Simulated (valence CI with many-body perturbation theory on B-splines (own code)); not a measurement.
**Yb XXXIX: E2, M1 decay**

Computed by configuration interaction combined with many-body perturbation theory (CI+MBPT): four valence electrons over a frozen Dirac-Fock core [Ar] 3d10, a basis of 11 s, 11 p, 9 d, 7 f, 5 g, 2 h, 1 i functions for each j, with the one-electron correlation potential Σ1 (screened to all orders), the two-electron term Σ2, the three-electron term Σ3, Breit, model QED; selected single and double excitations, second order for the rest (own B-spline code, finite nucleus).

No measured spectrum was set against this ion. As an estimate, large intervals hold to a few tenths of a per cent, small ones and those within an open d or f shell to about a per cent.

Lines 1 to 11 of 11 in falling wavelength, among levels below 30.604 Ry, chosen from the decays that carry over 1 % of a level's rate. Wavelengths and rates use the calculated energies. Electric multipoles are in the length gauge, E1 and E2 with the static RPA response of the core. S is in atomic units (e²a₀⁴ for E2 and M2, e²a₀⁶ for E3), for M1 in squared Bohr magnetons. Weak lines are less certain than strong ones. Lines between different terms over intervals too small for the method are left out, as are lines whose strength nearly cancels.

Levels are named by their leading jj configuration (3d3/2^4 stands for four electrons in 3d with j = 3/2), which in mixed levels can hold well under half, so a name can repeat and another be missing.

```tsv
λ vac (Å)	Upper	Lower	Type	A (s⁻¹)	S (a.u.)
209.3	(4s^2 4p3/2 4d5/2) J=4	(4s^2 4p1/2 4d5/2) J=3	M1	1.09e+06	3.35e+00
185.1	(4s^2 4p1/2 4p3/2) J=1	(4s^2 4p1/2^2) J=0	M1	1.99e+06	1.40e+00
177.2	(4s^2 4p3/2^2) J=2	(4s^2 4p1/2 4p3/2) J=2	M1	1.68e+06	1.73e+00
177.2	(4s^2 4p3/2^2) J=2	(4s^2 4p1/2 4p3/2) J=2	E2	8.37e+04	6.53e-02
174.8	(4s^2 4p1/2 4p3/2) J=2	(4s^2 4p1/2^2) J=0	E2	4.52e+04	3.29e-02
170.1	(4s^2 4p3/2 4d5/2) J=4	(4s 4p1/2 4p3/2^2) J=3	M1	5.09e+05	8.36e-01
167.8	(4s^2 4p3/2^2) J=2	(4s^2 4p1/2 4p3/2) J=1	M1	1.76e+06	1.54e+00
167.8	(4s^2 4p3/2^2) J=2	(4s^2 4p1/2 4p3/2) J=1	E2	4.23e+04	2.51e-02
157.8	(4s^2 4p3/2^2) J=0	(4s^2 4p1/2 4p3/2) J=2	E2	1.99e+05	1.74e-02
150.3	(4s^2 4p3/2^2) J=0	(4s^2 4p1/2 4p3/2) J=1	M1	4.50e+06	5.67e-01
88.05	(4s^2 4p3/2 4d5/2) J=4	(4s 4p1/2^2 4p3/2) J=2	E2	3.44e+04	1.46e-03
```
